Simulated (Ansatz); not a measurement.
Kohn–Sham single points on C₂H₈ClGeNO, SMILES `C[O][Ge]([CH3])([NH2])[Cl]`.

```yaml
crystal:
  periodic: [false, false, false]
  atoms:
    - {symbol: C, position_ang: [0.069540, -1.648297, -1.431615]}
    - {symbol: O, position_ang: [0.713605, -1.097104, -0.306758]}
    - {symbol: Ge, position_ang: [-0.091829, 0.139674, 0.676156]}
    - {symbol: C, position_ang: [-0.488873, 1.724594, -0.353649]}
    - {symbol: N, position_ang: [0.907201, 0.481575, 2.151971]}
    - {symbol: Cl, position_ang: [-1.932235, -0.740604, 1.388359]}
    - {symbol: H, position_ang: [-0.150206, -0.892095, -2.196544]}
    - {symbol: H, position_ang: [0.739675, -2.389289, -1.872854]}
    - {symbol: H, position_ang: [-0.867183, -2.148421, -1.160081]}
    - {symbol: H, position_ang: [-1.015785, 2.439790, 0.277348]}
    - {symbol: H, position_ang: [0.438285, 2.173801, -0.712895]}
    - {symbol: H, position_ang: [-1.116590, 1.470194, -1.207387]}
    - {symbol: H, position_ang: [0.942481, -0.293475, 2.800216]}
    - {symbol: H, position_ang: [1.851905, 0.779668, 1.947724]}
basis:
  gaussian: {orbitals: def2-TZVPP}
hamiltonian: {xc: {name: wB97X-V}}
output: {orbitals: {seedname: orbitals}}
```

```sh
$ ansatz run in.yaml --threads 2 --pin off --events-out ev --progress --plain --max-ram 20480MiB --backend cuda --devices 0, --max-vram 18GiB
```

It prints (some lines left out):

```
Functional definition: wB97X-V
1837 factors; their error is unknown
403 factors; integrals over basis functions are off by at most 1.3e-5 eV
mean field evaluation 1: about -74770.6646 eV, gradient 6.9e1 eV
mean field evaluation 2: about -74771.7730 eV, gradient 6.8e1 eV
mean field evaluation 4: about -74778.9441 eV, gradient 2.4e0 eV
mean field evaluation 8: about -74778.9707 eV, gradient 5.2e-2 eV
mean field evaluation 16: about -74779.1537 eV, gradient 1.5e-4 eV
mean field -74779.15371871 eV, -2748.0832120316 hartree, gradient 5.5e-5 eV, S^2 0.000000; 0 other end points of the search recorded, 0 dependent functions left out
reference -74779.15371645 eV, -2748.0832119488 hartree; 42, 42 occupied and 284, 284 virtual orbitals, 1837 factors
Total energy: -74779.15371645 eV, -2748.0832119488 hartree
```

Run time 2.9 s (2 threads of an AMD EPYC 7R13 on a shared host and a share of an NVIDIA H100 80 GB); peak host memory 0.93 GiB.

Changing it to `hamiltonian: {xc: {name: B2PLYP}}` (abridged; 2.7 s):

```
Functional definition: B2PLYP
mean field evaluation 16: about -74758.6889 eV, gradient 2.4e-4 eV
mean field -74758.68886862 eV, -2747.3311426626 hartree, gradient 8.3e-6 eV, S^2 0.000000
18 core orbitals not correlated: weight in the atoms' cores, before any rotation towards them, 1.000 or more for the frozen orbitals, at most 0.000 for the correlated occupied ones
second order -41.10374039 eV of doubles, -0.00000000 eV of singles
Total energy: -74769.78708114 eV, -2747.7389944501 hartree
```

The same input with `hamiltonian: {xc: {name: wB97M-V}}` and forces (abridged; 3.8 s):

```
Functional definition: wB97M-V
mean field evaluation 16: about -74781.6439 eV, gradient 2.6e-4 eV
mean field -74781.64391120 eV, -2748.1747249177 hartree, gradient 5.1e-5 eV, S^2 0.000000
Total energy: -74781.64396568 eV, -2748.1747269198 hartree
Atom 0 force    -0.139423    -0.142859    -0.261841 eV/Å
Atom 1 force     0.111601     0.088782     0.197099 eV/Å
Atom 2 force    -0.028258     0.065816    -0.043457 eV/Å
Atom 3 force    -0.001049     0.005030    -0.012632 eV/Å
Atom 4 force     0.033757    -0.027404     0.002513 eV/Å
Atom 5 force     0.004291    -0.008461    -0.008444 eV/Å
Atom 6 force     0.019429    -0.050858     0.068647 eV/Å
Atom 7 force    -0.069253     0.063687     0.029371 eV/Å
Atom 8 force     0.075289     0.042224    -0.017474 eV/Å
Atom 9 force     0.036128    -0.049989    -0.049871 eV/Å
Atom 10 force    -0.069710    -0.027916     0.022589 eV/Å
Atom 11 force     0.040195     0.023155     0.054641 eV/Å
Atom 12 force     0.010304     0.029072    -0.008062 eV/Å
Atom 13 force    -0.023300    -0.010279     0.026920 eV/Å
Dipole moment:     0.278076     0.222261    -0.276111 e Å
```
